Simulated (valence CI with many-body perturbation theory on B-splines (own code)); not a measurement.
Ho LIV: calculated level list

Method: configuration interaction combined with many-body perturbation theory (CI+MBPT): four valence electrons over a frozen Dirac-Fock core [Ne], a basis of 11 s, 11 p, 9 d, 7 f, 5 g, 2 h, 1 i functions for each j, with the one-electron correlation potential Σ1 (screened to all orders), the two-electron term Σ2, the three-electron term Σ3, Breit, model QED; selected single and double excitations, second order for the rest (own B-spline code, finite nucleus).

No measured spectrum was set against this ion. As an estimate, large intervals hold to a few tenths of a per cent, small ones and those within an open d or f shell to about a per cent.

Levels 46 to 65 of 65, with energies above the lowest level, (3s^2 3p1/2^2) J=0. "Leading %" is the weight of the configuration and term that name the level; weights of strongly mixed levels are sums over their largest components and can fall short. In the jj column 3d3/2^4 stands for four electrons in 3d with j = 3/2. Lifetimes count E1, E2, E3, M1 and M2 decay at the calculated energies, and are blank where another channel may lead or the interval is too uncertain; long ones can be off by a factor of two.

| No. | Configuration | Term | J | E (× 10³ cm⁻¹) | Leading % | Leading jj | Lifetime |
| --- | --- | --- | --- | --- | --- | --- | --- |
| 46 | 3s3p²3d | ³P | 2 | 6615.4 | 34 | 3s 3p1/2 3p3/2 3d5/2 (92 %) | 3.35 ps |
| 47 | 3s3p²3d | ³G | 5 | 6623.6 | 56 | 3s 3p1/2 3p3/2 3d5/2 (99 %) | 63.0 ps |
| 48 | 3s3p²3d | ³F | 2 | 6650.9 | 35 | 3s 3p1/2 3p3/2 3d3/2 (75 %) | 467 fs |
| 49 | 3s3p²3d | ³P | 0 | 6654.0 | 62 | 3s 3p1/2 3p3/2 3d3/2 (61 %) | 611 fs |
| 50 | 3s3p²3d | ³F | 3 | 6691.2 | 45 | 3s 3p1/2 3p3/2 3d5/2 (90 %) | 3.28 ps |
| 51 | 3s3p²3d | ³D | 3 | 6765.5 | 62 | 3s 3p1/2 3p3/2 3d5/2 (92 %) | 2.35 ps |
| 52 | 3s3p²3d | ³P | 1 | 6769.1 | 45 | 3s 3p1/2 3p3/2 3d5/2 (72 %) | 1.39 ps |
| 53 | 3s3p²3d | ¹G | 4 | 6784.5 | 40 | 3s 3p1/2 3p3/2 3d5/2 (88 %) | 5.35 ps |
| 54 | 3s3p²3d | ¹D | 2 | 6800.4 | 31 | 3s 3p1/2 3p3/2 3d5/2 (83 %) | 2.07 ps |
| 55 | 3s3p³ | ¹P° | 1 | 6846.5 | 39 | 3s 3p3/2^3 (96 %) | 433 fs |
| 56 | 3s3p²3d | ³D | 3 | 6870.5 | 37 | 3s 3p1/2 3p3/2 3d5/2 (91 %) | 1.13 ps |
| 57 | 3s3p²3d | ³F | 4 | 6888.4 | 44 | 3s 3p1/2 3p3/2 3d5/2 (90 %) | 1.57 ps |
| 58 | 3s3p²3d | ³D | 1 | 6908.5 | 42 | 3s 3p1/2 3p3/2 3d5/2 (91 %) | 2.14 ps |
| 59 | 3s3p²3d | ³P | 1 | 6994.4 | 32 | 3s 3p1/2 3p3/2 3d5/2 (90 %) | 1.80 ps |
| 60 | 3s²3d² | ³F | 2 | 7001.5 | 50 | 3s^2 3d3/2^2 (48 %) | 399 fs |
| 61 | 3s3p²3d | ¹F | 3 | 7005.7 | 37 | 3s 3p1/2 3p3/2 3d5/2 (86 %) | 1.03 ps |
| 62 | 3s3p²3d | ¹D | 2 | 7020.3 | 18 | 3s 3p1/2 3p3/2 3d5/2 (62 %) | 742 fs |
| 63 | 3s3p²3d | ³P | 0 | 7024.7 | 43 | 3s 3p1/2 3p3/2 3d5/2 (77 %) | 1.31 ps |
| 64 | 3s3p²3d | ³P | 2 | 7070.0 | 32 | 3s 3p1/2 3p3/2 3d5/2 (89 %) | 622 fs |
| 65 | 3s²3d² | ³P | 0 | 7178.1 | 56 | 3s^2 3d3/2^2 (70 %) | 273 fs |
